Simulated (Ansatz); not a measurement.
## Abstraction of Br: GeH(CH3)2Br + GeH3 → GeH(CH3)2 + GeH3Br

Species: GeH(CH3)2Br, singlet; GeH3 `[GeH3]`, doublet; GeH(CH3)2, doublet; GeH3Br `[GeH3][Br]`, singlet. A radical takes Br: the energy is the difference in strength between two Ge–Br bonds in different surroundings.

Shapes, held fixed at every level: PBE0-D4/def2-TZVP. Programs: Ansatz 0.2.0. Electronic energies: no zero-point or thermal term.

```json
{"level": "MP2/def2-TZVPP", "kind": "perturbation theory", "ΔE (kJ/mol)": "+27.2", "less CCSD(T)/def2-TZVPP": "+1.8"}
{"level": "HF/def2-TZVPP", "kind": "Hartree–Fock", "ΔE (kJ/mol)": "+22.3", "less CCSD(T)/def2-TZVPP": "-3.1"}
{"level": "PBE-D4/def2-TZVPP", "kind": "GGA", "ΔE (kJ/mol)": "+20.0", "less CCSD(T)/def2-TZVPP": "-5.4"}
{"level": "r2SCAN-D4/def2-TZVPP", "kind": "meta-GGA", "ΔE (kJ/mol)": "+23.4", "less CCSD(T)/def2-TZVPP": "-2.0"}
{"level": "PBE0-D4/def2-TZVPP", "kind": "global hybrid", "ΔE (kJ/mol)": "+22.3", "less CCSD(T)/def2-TZVPP": "-3.1"}
{"level": "B2PLYP/def2-TZVPP", "kind": "double hybrid", "ΔE (kJ/mol)": "+21.3", "less CCSD(T)/def2-TZVPP": "-4.1"}
{"level": "CCSD(T)/def2-TZVPP", "kind": "coupled cluster or CI", "ΔE (kJ/mol)": "+25.4", "less CCSD(T)/def2-TZVPP": "0.0"}
```

The highest level, CCSD(T)/def2-TZVPP, gives ΔE = +25.4 kJ/mol; the levels span +20.0 to +27.2. The column of differences is taken from that level and isn't an error. No measured value is set beside it here. Open shells run unrestricted. Relativity is left out for Br, Ge. Outer-core shells of Br, Ge are correlated in most correlated rows, in sets that cover them unevenly.
